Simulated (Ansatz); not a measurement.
Consider the ligand exchange at the Si–C bond: `CO[Si](C)(N)F` + H–F → `CO[Si](N)(F)F` + CH₄.

Program: Ansatz. Geometries: PBE0-D4/def2-TZVP. ΔE: electronic, gas phase. CCSD(T)/CBS is the MP2 limit (def2-TZVPP, def2-QZVPP) plus CCSD(T) − MP2 in def2-TZVPP, frozen cores. This one scheme is used for every species. Functionals use def2-TZVPP. B3LYP here is the variant with VWN-RPA as its local correlation; programs differ in this. Each species was taken in one conformer, which may not be the lowest.

```csv
level,ΔE (kcal/mol),difference from CCSD(T)/CBS
PBE-D4,-34.5,2.4
r2SCAN-D4,-38.6,-1.7
PBE0-D4,-35.5,1.4
B3LYP-D4,-38.1,-1.2
ωB97X-V,-37.6,-0.7
ωB97M-V,-37.4,-0.5
B2PLYP,-39.2,-2.3
PBE,-35.6,1.3
r2SCAN,-38.9,-2.0
PBE0,-36.5,0.4
B3LYP,-39.8,-2.9
HF/def2-TZVPP,-43.9,-7.0
MP2/def2-TZVPP,-37.0,-0.1
SCS-MP2/def2-TZVPP,-38.4,-1.5
CCSD/def2-TZVPP,-38.1,-1.2
CCSD(T)/def2-TZVPP,-37.3,-0.4
HF/def2-QZVPP,-44.4,-7.5
MP2/def2-QZVPP,-37.0,-0.1
SCS-MP2/def2-QZVPP,-38.4,-1.5
HF/CBS(def2),-44.5,-7.6
MP2/CBS(def2),-36.6,0.3
CCSD/CBS(def2),-37.8,-0.9
CCSD(T)/CBS,-36.9,0
```

Largest T1 diagnostic among the species: 0.011.

From PBE to PBE0 (25 % exact exchange), in def2-TZVPP and without D4, ΔE moves by −0.8 kcal/mol. The D4 term adds +1.7 kcal/mol with B3LYP and +1.0 kcal/mol with PBE0; it sums over pairs of atoms, weighted by their polarisabilities, and B3LYP, whose exchange is more repulsive, gets the larger term. In def2-TZVPP, CCSD(T) changes the Hartree–Fock value by +6.6 kcal/mol (the triples alone add +0.9 kcal/mol) and MP2 by +6.9 kcal/mol.
